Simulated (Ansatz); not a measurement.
Consider the formal hydrolysis of a Ti–O bond: `C[O][Ti]([F])([SH])[Cl]` + H₂O → `[OH][Ti]([F])([SH])[Cl]` + CH₃OH.

Gas-phase electronic energies from Ansatz, PBE0-D4/def2-TZVP geometries. CBS: MP2 limit from def2 TZ/QZ plus the TZ coupled-cluster correction, frozen cores. This one scheme is used for every species. Functionals use def2-TZVPP. For Ti outer-core shells are correlated without core-valence functions, which leaves a few kJ/mol of doubt a bond. Scalar relativity is left out up to krypton. One conformer a species, not always the lowest.

**Question.** Is it downhill or uphill in electronic energy at CCSD(T)/CBS, and by how much? (Best estimate.)

**Answer.** Computed: Uphill: ΔE = +28.3 kJ/mol.

**Question.** What do these levels give: r2SCAN-D4, PBE0, HF/def2-TZVPP, SCS-MP2/def2-TZVPP, SCS-MP2/def2-QZVPP, MP2/CBS(def2)? (An estimate is asked.)

**Answer.** The calculation gave: r2SCAN-D4 23.2, PBE0 20.5, HF/def2-TZVPP 17.3, SCS-MP2/def2-TZVPP 28.8, SCS-MP2/def2-QZVPP 28.7, MP2/CBS(def2) 32.5 kJ/mol.

Largest T1 diagnostic among the species: 0.025, so the coupled-cluster value is less sure than usual.

The D4 term adds +4.3 kJ/mol with B3LYP and +2.8 kJ/mol with PBE0; it sums over pairs of atoms, weighted by their polarisabilities, and B3LYP, whose exchange is more repulsive, gets the larger term. In def2-TZVPP, CCSD(T) changes the Hartree–Fock value by +10.8 kJ/mol (the triples alone add +3.5 kJ/mol) and MP2 by +15.0 kJ/mol.

B3LYP here is the variant with VWN-RPA as its local correlation; programs differ in this.
